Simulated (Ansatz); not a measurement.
Reaction (cleavage of the Si–Si bond): `B[SiH](N)[SiH2]F` + `C=C(S)S` → `C=C(S)S[SiH2]F` + `B[SiH2]N`

Program: Ansatz. Geometries: PBE0-D4/def2-TZVP. ΔE: electronic, gas phase. CCSD(T)/CBS is the MP2 limit (def2-TZVPP, def2-QZVPP) plus CCSD(T) − MP2 in def2-TZVPP, frozen cores. One conformer a species, not always the lowest.

| species | MP2/def2-QZVPP energy (Eh) |
| --- | --- |
| `B[SiH](N)[SiH2]F` | -761.56743 |
| `C=C(S)S` | -873.90655 |
| `C=C(S)S[SiH2]F` | -1263.42426 |
| `B[SiH2]N` | -372.08040 |

Q: Work out ΔE.

A: ΔE = (-1263.42426) + (-372.08040) − (-761.56743) − (-873.90655) = -0.03068 Eh = -80.6 kJ/mol. CCSD(T)/CBS gives -71.5 kJ/mol.

Largest T1 diagnostic among the species: 0.013.

The D4 term adds −4.7 kJ/mol with B3LYP and −2.5 kJ/mol with PBE0; it sums over pairs of atoms, weighted by their polarisabilities, and B3LYP, whose exchange is more repulsive, gets the larger term. From PBE to PBE0 (25 % exact exchange), in def2-TZVPP and without D4, ΔE moves by −6.2 kJ/mol.

B3LYP here is the variant with VWN-RPA as its local correlation; programs differ in this.
